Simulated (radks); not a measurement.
Task: Spherical quantum dot in the effective-mass picture: electrons in a parabolic well V = omega^2 r^2 / 2 with omega = 0.25, with a point charge +2 (a donor) at the centre, all in effective atomic units (hartree* = m*/eps^2 hartree, bohr* = eps/m* bohr), one dielectric constant everywhere. Calculated with a radial shooting solver with Libxc functionals: non-relativistic Kohn-Sham, r2SCAN, spin-polarised, spherical densities, generalised Kohn-Sham scheme. Levels are named by radial order and angular momentum (1s, 1p, 1d, 2s, ...), and open shells are averaged over m. At N = 6 the configuration is 1s2 1p(up 3, down 0) 2s(up 1, down 0). Does electron 7 go into 1p down or 2s down or 1d up?

Result: Into 2s down. The total energies of the other choices lie higher by 0.0414 hartree* (1p down), 0.143 hartree* (1d up).
